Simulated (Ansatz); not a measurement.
Ansatz (a program for electronic structure) input:

Ansatz 0.2 input:
```yaml
crystal:
  periodic: [false, false, false]
  atoms:
    - {symbol: Si, position_ang: [-1.99269095, 0.35017042, 0.03442806]}
    - {symbol: C, position_ang: [-0.20465711, 0.02607867, -0.00006342]}
    - {symbol: C, position_ang: [0.31551791, -1.20527606, -0.42411798]}
    - {symbol: O, position_ang: [1.72035983, -1.04100032, -0.29868703]}
    - {symbol: C, position_ang: [2.01498699, 0.20726938, 0.16958360]}
    - {symbol: C, position_ang: [0.87835534, 0.91064479, 0.37260182]}
    - {symbol: H, position_ang: [-2.53773367, 0.71475021, 1.38774401]}
    - {symbol: H, position_ang: [-2.43515965, 1.51437801, -0.80836266]}
    - {symbol: H, position_ang: [-2.79530956, -0.81360191, -0.42680297]}
    - {symbol: H, position_ang: [3.05827759, 0.45164784, 0.30729381]}
    - {symbol: H, position_ang: [0.81950105, 1.92614177, 0.73960708]}
basis:
  gaussian:
    orbitals: cc-pVTZ
total_charge: -1
magnetization: {spin_polarized: false}
correlation: {method: ccsd_t, electrons: outside_noble_gas}
```

Which total energy does the run end on?

-519.26526 Eh (CCSD(T)/cc-pVTZ). The basis has 254 functions.

It need not be the lowest isomer of its formula. Whether it binds its extra electron was not tested at this geometry.
